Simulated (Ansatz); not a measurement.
Mulliken charges of CH₃ClF₂Si, SMILES `FC[SiH](F)Cl` from r2SCAN/def2-TZVPP in Ansatz (PBE0-D4/def2-TZVP geometry).

```json
{"atom": "F1", "x (Å)": "0.497", "y (Å)": "-0.439", "z (Å)": "1.874", "charge (e)": "-0.237"}
{"atom": "C2", "x (Å)": "0.351", "y (Å)": "0.446", "z (Å)": "0.815", "charge (e)": "0.025"}
{"atom": "Si3", "x (Å)": "-0.316", "y (Å)": "-0.459", "z (Å)": "-0.687", "charge (e)": "0.690"}
{"atom": "F4", "x (Å)": "0.766", "y (Å)": "-1.500", "z (Å)": "-1.206", "charge (e)": "-0.304"}
{"atom": "Cl5", "x (Å)": "-0.625", "y (Å)": "0.939", "z (Å)": "-2.140", "charge (e)": "-0.237"}
{"atom": "H6", "x (Å)": "1.323", "y (Å)": "0.900", "z (Å)": "0.597", "charge (e)": "0.071"}
{"atom": "H7", "x (Å)": "-0.334", "y (Å)": "1.246", "z (Å)": "1.117", "charge (e)": "0.068"}
{"atom": "H8", "x (Å)": "-1.570", "y (Å)": "-1.190", "z (Å)": "-0.427", "charge (e)": "-0.075"}
```

Task: By hand: the dipole of these point charges (1 e Å = 4.8032 D).

Result: Σ q r = (-0.223, 0.270, 0.126) e Å, of length 0.372 e Å = 1.79 D.

Task: How does the dipole of the full density compare? (An estimate is asked.)

Result: Ansatz gave: (-0.128, 0.257, 0.047) e Å, 1.40 D; the point charges give 1.28 times that, at 16° from its direction.

Point charges leave out the atoms' own dipoles, such as those of lone pairs, and Mulliken's split depends on the basis, so the two needn't agree.
